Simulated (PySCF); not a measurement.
# Computed records: CH$_{2}$BF, Cl$_{2}$HSi

All values are calculated (PySCF 2.14.0). Calculation on a computer-drawn molecule: vertical ionisation energy to the stated ion spin, frozen-core CCSD(T) at the basis limit and cheaper methods, single-reference cases, UHF for radicals, no spin-orbit; all values are single points at the evaluated structure, the first of each entry, which is the reference or a displaced copy of it and isn't optimised; the reference structure only sets the zero of the energies above reference; triples share is (T) over the correlation energy.

Common to all runs: charge 0; diffuse functions no; reference is the Hartree-Fock double-zeta minimum; best is HF at quadruple zeta + MP2 correlation extrapolated from triple and quadruple zeta + CCSD(T) minus MP2 at triple zeta; basis step is the size of the change from the same recipe one zeta lower.

(1) CH$_{2}$BF

Evaluated structure:
```xyz
5
CH2BF
C     -0.2836    -0.9048    -1.1619
B     -0.8078     0.0176    -1.9655
F     -1.0910     0.8790    -2.9609
H      0.7226    -1.2495    -1.0545
H     -1.0473    -1.7092    -0.5782
```

Reference structure:
```xyz
5
CH2BF
C     -0.2585    -1.0104    -1.1686
B     -0.6693    -0.0546    -2.0755
F     -1.0518     0.8355    -2.9198
H      0.7922    -1.2121    -1.0028
H     -0.9752    -1.5865    -0.5972
```

It was run with multiplicity 1, ion multiplicity 2 and basis cc-pVnZ.

The calculation gives: ionisation energy best 9.585 eV; ionisation energy basis step 0.04171 eV; energy above reference best 15.28 kcal/mol; energy above reference basis step 0.201 kcal/mol; ionisation energy Koopmans at triple zeta 9.525 eV; ionisation energy EOM CCSD at triple zeta 9.501 eV; total energy HF triple zeta -163.1780 hartree; total energy CCSD(T) triple zeta -163.7205 hartree; total energy best -163.8018 hartree; T1 diagnostic at triple zeta 0.01443; D1 diagnostic at triple zeta 0.04182; ion T1 diagnostic at triple zeta 0.01751; ion D1 diagnostic at triple zeta 0.05481; ion spin squared at triple zeta 0.7586; triples share at triple zeta 0.03674; basis functions triple zeta 118; dipole magnitude HF at triple zeta 0.4556 debye; dipole magnitude CCSD unrelaxed at triple zeta 0.4158 debye; dipole magnitude PBE at triple zeta 0.388 debye; dipole magnitude r2SCAN at triple zeta 0.4043 debye; dipole magnitude B3LYP at triple zeta 0.4119 debye; dipole magnitude wB97X at triple zeta 0.4143 debye.

Drawn bonds:
```csv
atom,other atom,order
1,2,2
2,3,1
1,4,1
1,5,1
```

Triple zeta:
```csv
method,ionisation energy (eV),energy above reference (kcal/mol)
HF,8.132,18.03
PBE,9.378,13.36
r2SCAN,9.255,14.74
B3LYP,9.44,14.58
wB97X,9.35,15.14
MP2,9.422,15.78
CCSD,9.342,15.71
CCSD(T),9.426,15.31
```

(2) CH$_{2}$BF

Evaluated structure:
```xyz
5
CH2BF
C     -0.2836    -0.9048    -1.1619
B     -0.8078     0.0176    -1.9655
F     -1.0910     0.8790    -2.9609
H      0.7226    -1.2495    -1.0545
H     -1.1168    -1.7824    -0.5251
```

Reference structure:
```xyz
5
CH2BF
C     -0.2585    -1.0104    -1.1686
B     -0.6693    -0.0546    -2.0755
F     -1.0518     0.8355    -2.9198
H      0.7922    -1.2121    -1.0028
H     -0.9752    -1.5865    -0.5972
```

It was run with multiplicity 1, ion multiplicity 2 and basis cc-pVnZ.

Results for CH$_{2}$BF: ionisation energy best 9.565 eV; ionisation energy basis step 0.04096 eV; energy above reference best 25.98 kcal/mol; energy above reference basis step 0.1889 kcal/mol; ionisation energy Koopmans at triple zeta 9.569 eV; ionisation energy EOM CCSD at triple zeta 9.481 eV; total energy HF triple zeta -163.1588 hartree; total energy CCSD(T) triple zeta -163.7034 hartree; total energy best -163.7848 hartree; T1 diagnostic at triple zeta 0.01472; D1 diagnostic at triple zeta 0.04249; ion T1 diagnostic at triple zeta 0.01801; ion D1 diagnostic at triple zeta 0.05472; ion spin squared at triple zeta 0.7625; triples share at triple zeta 0.03729; basis functions triple zeta 118; dipole magnitude HF at triple zeta 0.3999 debye; dipole magnitude CCSD unrelaxed at triple zeta 0.3929 debye; dipole magnitude PBE at triple zeta 0.3721 debye; dipole magnitude r2SCAN at triple zeta 0.3843 debye; dipole magnitude B3LYP at triple zeta 0.3849 debye; dipole magnitude wB97X at triple zeta 0.3867 debye.

Drawn bonds:
```csv
atom,other atom,order
1,2,2
2,3,1
1,4,1
1,5,1
```

Triple zeta:
```csv
method,ionisation energy (eV),energy above reference (kcal/mol)
HF,8.113,30.07
PBE,9.35,23.45
r2SCAN,9.228,25.47
B3LYP,9.415,25.23
wB97X,9.325,26.35
MP2,9.404,27.04
CCSD,9.32,26.64
CCSD(T),9.405,26
```

(3) CH$_{2}$BF

Evaluated structure:
```xyz
5
CH2BF
C     -0.2836    -0.9048    -1.1619
B     -0.8078     0.0176    -1.9655
F     -1.0910     0.8790    -2.9609
H      0.7226    -1.2495    -1.0545
H     -1.2429    -1.9152    -0.4287
```

Reference structure:
```xyz
5
CH2BF
C     -0.2585    -1.0104    -1.1686
B     -0.6693    -0.0546    -2.0755
F     -1.0518     0.8355    -2.9198
H      0.7922    -1.2121    -1.0028
H     -0.9752    -1.5865    -0.5972
```

Settings of this run: multiplicity 1, ion multiplicity 2 and basis cc-pVnZ.

Results for CH$_{2}$BF: ionisation energy best 9.544 eV; ionisation energy basis step 0.03571 eV; energy above reference best 48.24 kcal/mol; energy above reference basis step 0.2305 kcal/mol; ionisation energy Koopmans at triple zeta 9.677 eV; ionisation energy EOM CCSD at triple zeta 9.453 eV; total energy HF triple zeta -163.1182 hartree; total energy CCSD(T) triple zeta -163.6679 hartree; total energy best -163.7493 hartree; T1 diagnostic at triple zeta 0.01578; D1 diagnostic at triple zeta 0.04531; ion T1 diagnostic at triple zeta 0.02622; ion D1 diagnostic at triple zeta 0.08875; ion spin squared at triple zeta 0.8181; triples share at triple zeta 0.03856; basis functions triple zeta 118; dipole magnitude HF at triple zeta 0.2596 debye; dipole magnitude CCSD unrelaxed at triple zeta 0.3284 debye; dipole magnitude PBE at triple zeta 0.323 debye; dipole magnitude r2SCAN at triple zeta 0.326 debye; dipole magnitude B3LYP at triple zeta 0.3097 debye; dipole magnitude wB97X at triple zeta 0.3113 debye.

Drawn bonds:
```csv
atom,other atom,order
1,2,2
2,3,1
1,4,1
1,5,1
```

Triple zeta:
```csv
method,ionisation energy (eV),energy above reference (kcal/mol)
HF,8.058,55.59
PBE,9.305,45.04
r2SCAN,9.186,48.16
B3LYP,9.376,47.73
wB97X,9.284,50.32
MP2,9.428,50.89
CCSD,9.29,49.48
CCSD(T),9.38,48.28
```

(4) CH$_{2}$BF

Evaluated structure:
```xyz
5
CH2BF
C     -0.2597    -0.9797    -1.2264
B     -0.6851    -0.0081    -2.0529
F     -0.9646     0.7753    -2.9153
H      0.8539    -1.1817    -0.9911
H     -1.0318    -1.6208    -0.5945
```

Reference structure:
```xyz
5
CH2BF
C     -0.2585    -1.0104    -1.1686
B     -0.6693    -0.0546    -2.0755
F     -1.0518     0.8355    -2.9198
H      0.7922    -1.2121    -1.0028
H     -0.9752    -1.5865    -0.5972
```

Here we set multiplicity 1, ion multiplicity 2 and basis cc-pVnZ.

It finds ionisation energy best 9.096 eV; ionisation energy basis step 0.04006 eV; energy above reference best 12.6 kcal/mol; energy above reference basis step 0.9435 kcal/mol; ionisation energy Koopmans at triple zeta 9.014 eV; ionisation energy EOM CCSD at triple zeta 8.987 eV; total energy HF triple zeta -163.1874 hartree; total energy CCSD(T) triple zeta -163.7236 hartree; total energy best -163.8061 hartree; T1 diagnostic at triple zeta 0.01273; D1 diagnostic at triple zeta 0.03523; ion T1 diagnostic at triple zeta 0.01433; ion D1 diagnostic at triple zeta 0.04178; ion spin squared at triple zeta 0.7586; triples share at triple zeta 0.03542; basis functions triple zeta 118; dipole magnitude HF at triple zeta 0.909 debye; dipole magnitude CCSD unrelaxed at triple zeta 0.8445 debye; dipole magnitude PBE at triple zeta 0.8232 debye; dipole magnitude r2SCAN at triple zeta 0.8511 debye; dipole magnitude B3LYP at triple zeta 0.827 debye; dipole magnitude wB97X at triple zeta 0.9212 debye.

Drawn bonds:
```csv
atom,other atom,order
1,2,2
2,3,1
1,4,1
1,5,1
```

Triple zeta:
```csv
method,ionisation energy (eV),energy above reference (kcal/mol)
HF,7.619,12.16
PBE,8.936,12.65
r2SCAN,8.799,12.42
B3LYP,8.972,12.55
wB97X,8.878,12.91
MP2,8.94,13.65
CCSD,8.844,13.14
CCSD(T),8.938,13.34
```

(5) Cl$_{2}$HSi

Evaluated structure:
```xyz
4
Cl2HSi
Cl    -1.1625    -0.4912    -0.1419
Si    -2.4122    -2.0282     0.4254
Cl    -3.5851    -2.6119    -1.1653
H     -3.2955    -1.5366     1.4974
```

Reference structure:
```xyz
4
Cl2HSi
Cl    -1.1625    -0.4912    -0.1419
Si    -2.4122    -2.0282     0.4254
Cl    -3.5851    -2.6119    -1.1653
H     -3.2955    -1.5366     1.4974
```

It was run with multiplicity 2, ion multiplicity 1 and basis cc-pV(n+d)Z.

The calculation gives: ionisation energy best 8.961 eV; ionisation energy basis step 0.08223 eV; energy above reference best 0 kcal/mol; energy above reference basis step 0 kcal/mol; total energy HF triple zeta -1208.6385 hartree; total energy CCSD(T) triple zeta -1209.1756 hartree; total energy best -1209.2683 hartree; T1 diagnostic at triple zeta 0.01251; D1 diagnostic at triple zeta 0.05001; spin squared at triple zeta 0.7552; ion T1 diagnostic at triple zeta 0.01808; ion D1 diagnostic at triple zeta 0.06681; triples share at triple zeta 0.04132; basis functions triple zeta 131; dipole magnitude HF at triple zeta 1.371 debye; dipole magnitude CCSD unrelaxed at triple zeta 1.108 debye; dipole magnitude PBE at triple zeta 0.9548 debye; dipole magnitude r2SCAN at triple zeta 1.046 debye; dipole magnitude B3LYP at triple zeta 1.095 debye; dipole magnitude wB97X at triple zeta 1.164 debye.

Drawn bonds:
```csv
atom,other atom,order
1,2,1
2,3,1
2,4,1
```

Triple zeta:
```csv
method,ionisation energy (eV),energy above reference (kcal/mol)
HF,8.926,0
PBE,8.756,0
r2SCAN,9.014,0
B3LYP,8.952,0
wB97X,9.041,0
MP2,8.877,0
CCSD,8.934,0
CCSD(T),8.862,0
```
